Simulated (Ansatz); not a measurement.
The same bond dissociation along the group B, Ga, In.

Gas-phase electronic energies from Ansatz, PBE0-D4/def2-TZVP geometries. CCSD(T)/CBS adds triple-zeta CCSD(T) − MP2 to the extrapolated MP2 energy (def2 sets, frozen cores). This one scheme is used for every species. Functionals use def2-TZVPP. No spin–orbit coupling; open shells (•) take unrestricted orbitals. def2 core potentials past Kr. For Ga, In outer-core shells are correlated without core-valence functions, which leaves a few kJ/mol of doubt a bond. Scalar relativity is left out up to krypton.

```json
{"reaction": "`BC[SiH3]` → `[CH2][SiH3]`• + `[BH2]`•", "CCSD(T)/CBS(def2) (kJ/mol)": "?"}
{"reaction": "`[SiH3][CH2][GaH2]` → `[CH2][SiH3]`• + `[GaH2]`•", "CCSD(T)/CBS(def2) (kJ/mol)": "351"}
{"reaction": "`[SiH3][CH2][InH2]` → `[CH2][SiH3]`• + `[InH2]`•", "CCSD(T)/CBS(def2) (kJ/mol)": "297"}
```

(1) Fill in the missing values. (An estimate is asked.)

Largest T1 diagnostic: 0.018, for `[InH2]`•.

## Answers

(1) The calculation gave: `BC[SiH3]` → `[CH2][SiH3]`• + `[BH2]`•: +467.7 kJ/mol.
